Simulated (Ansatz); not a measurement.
Calculated with Ansatz (gas phase, PBE0-D4/def2-TZVP geometries, no zero-point term in ΔE). CCSD(T)/CBS adds triple-zeta CCSD(T) − MP2 to the extrapolated MP2 energy (def2 sets, frozen cores). This one scheme is used for every species. Functionals use def2-TZVPP. B3LYP here is the variant with VWN-RPA as its local correlation; programs differ in this. One conformer a species, not always the lowest.

`O[Si](O)(O)F` + `O[SiH2]S` → `O[SiH2]S[Si](O)(O)O` + H–F  (ligand exchange at the Si–F bond)

`O[Si](O)(O)F`:

Cartesian coordinates in Å:
```
O 1.555 -0.260 -0.206
Si -0.015 0.094 -0.029
O -0.910 -0.900 -0.941
O -0.441 -0.053 1.526
F -0.266 1.596 -0.498
H 2.199 0.271 0.264
H -0.778 -0.894 -1.889
H -1.344 0.147 1.774
```

`O[SiH2]S`:

Z-matrix (Å, degrees):
```
Si
S 1 2.133
O 1 1.642 2 113.5
H 1 1.478 2 111.7 3 117.8
H 1 1.484 2 102.9 3 -122.0
H 2 1.344 1 94.6 3 -65.2
H 3 0.959 1 117.2 2 -51.2
```

`O[SiH2]S[Si](O)(O)O`:

```xyz
13

O     1.133    1.592    0.099
Si    0.410    1.258    1.543
S    -0.611   -0.622    1.466
Si   -0.529   -0.868   -0.659
O    -1.353   -2.215   -1.031
O     1.033   -1.073   -1.123
O    -1.123    0.403   -1.473
H     1.650    0.882   -0.301
H     1.383    1.174    2.660
H    -0.536    2.373    1.762
H    -2.278   -2.267   -0.785
H     1.468   -1.867   -0.805
H    -0.647    1.231   -1.355
```

H–F:

Z-matrix (Å, degrees):
```
F
H 1 0.920
```

Is it downhill or uphill in electronic energy at CCSD(T)/CBS, and by how much? (Estimate.)

Ansatz gave: Uphill: ΔE = +81.0 kJ/mol.

What do these levels give: ωB97M-V, B2PLYP, PBE, r2SCAN, PBE0, B3LYP, HF/def2-TZVPP, CCSD/def2-TZVPP, CCSD(T)/def2-TZVPP, HF/def2-QZVPP, SCS-MP2/def2-QZVPP, CCSD/CBS(def2)? (Best estimate.)

Computed: ωB97M-V 81.8, B2PLYP 95.8, PBE 79.5, r2SCAN 85.0, PBE0 83.0, B3LYP 104.7, HF/def2-TZVPP 126.6, CCSD/def2-TZVPP 93.1, CCSD(T)/def2-TZVPP 84.7, HF/def2-QZVPP 129.4, SCS-MP2/def2-QZVPP 88.1, CCSD/CBS(def2) 89.4 kJ/mol.

Largest T1 diagnostic among the species: 0.012.

In def2-TZVPP, CCSD(T) changes the Hartree–Fock value by −41.9 kJ/mol (the triples alone add −8.4 kJ/mol) and MP2 by −49.2 kJ/mol. The D4 term adds −23.0 kJ/mol with B3LYP and −12.7 kJ/mol with PBE0; it sums over pairs of atoms, weighted by their polarisabilities, and B3LYP, whose exchange is more repulsive, gets the larger term. From PBE to PBE0 (25 % exact exchange), in def2-TZVPP and without D4, ΔE moves by +3.5 kJ/mol.
